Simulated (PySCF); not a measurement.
Some computed properties have been withheld. Give your best values.

Species: C2H10N2Si2.
Z-matrix (Å and degrees, GFN2-xTB geometry), rows numbered from 1:
```
C 
N   1  1.2474
Si  2  1.7331  1  135.67
C   3  1.9002  2  102.79  1   125.16
N   3  1.7357  2  121.38  1     8.47
Si  3  2.3052  2  104.41  1  -113.88
H   1  1.0965  2  124.84  3    -4.15
H   1  1.0883  2  119.71  3   176.09
H   4  1.0844  3  110.60  2    51.88
H   4  1.0848  3  110.53  2   171.50
H   4  1.0858  3  111.97  2   -68.14
H   5  1.0064  3  120.93  2   -69.73
H   5  1.0074  3  120.92  2    76.51
H   6  1.4672  3  112.10  2   161.39
H   6  1.4650  3  112.82  2   -79.04
H   6  1.4682  3  113.26  2    42.17
```

```csv
property,level,value
point group of the GFN2-xTB geometry,GFN2-xTB,C1
"rotational constants A, B, C of the GFN2-xTB geometry",GFN2-xTB,?
dipole moment,CAM-B3LYP/def2-SVPD,2.49 D
HOMO energy,CAM-B3LYP/def2-SVPD,-8.12 eV
LUMO energy,CAM-B3LYP/def2-SVPD,0.32 eV
lowest singlet excitation,TDDFT CAM-B3LYP/def2-SVPD,"3.96 eV (313 nm, f = 0.000)"
strongest line among the 8 lowest singlet transitions,TDDFT CAM-B3LYP/def2-SVPD,?
lowest triplet excitation (Tamm–Dancoff),TDA CAM-B3LYP/def2-SVPD,3.38 eV
static isotropic polarisability,CAM-B3LYP/def2-SVPD,?
electronic spatial extent ⟨r²⟩ about the centre of nuclear charge,CAM-B3LYP/def2-SVPD,1048 bohr²
13C chemical shifts (computed TMS as zero) by class,GIAO PBE0/pcSseg-1,"166.1 (C1), 0.2 (C4) ppm"
1H chemical shifts (computed TMS as zero) by class,GIAO PBE0/pcSseg-1,"8.69 (H7), 8.45 (H8), 3.33 (H14/H15/H16), 0.69 (H12/H13), 0.32 (H9/H10/H11) ppm"
"isotropic shieldings of nuclei other than C and H, by class",GIAO PBE0/pcSseg-1,"-178 (N2), 239 (N5), 373 (Si3), 466 (Si6) ppm"
```

Electronic properties: PySCF, gas phase, density fitting. NMR classes are plain means over equivalent atoms (diastereotopic ones count apart unless rotation or inversion swaps them), as if these changed places fast; in this geometry the members of some classes differ.

Give the rotational constants A, B, C of the GFN2-xTB geometry.

2.356, 1.688, 1.408 GHz.

What is the static isotropic polarisability?

96.3 au.

What is the strongest line among the 8 lowest singlet transitions?

S6 at 7.01 eV (177 nm, f = 0.157).

No computed singlet falls in the visible range (750 to 380 nm, 1.65 to 3.26 eV); S1 lies 0.70 eV above its blue end. With B = h/(8π²I), that is 505.379 GHz u Å² over I, the principal moments of inertia are 214.5, 299.4 and 358.8 u Å² (most abundant isotopes); the inertial defect Ic − Ia − Ib is -155.1 u Å² (zero for a rigid planar frame, negative otherwise). The dipole matches unit charges of opposite sign 0.52 Å apart (1 e·Å = 4.8032 D). The polarisability is 14.28 Å³ as a volume (1 au = 0.148185 Å³), or 1.51 au for each of the 64 electrons.

One conformer stands for the species.
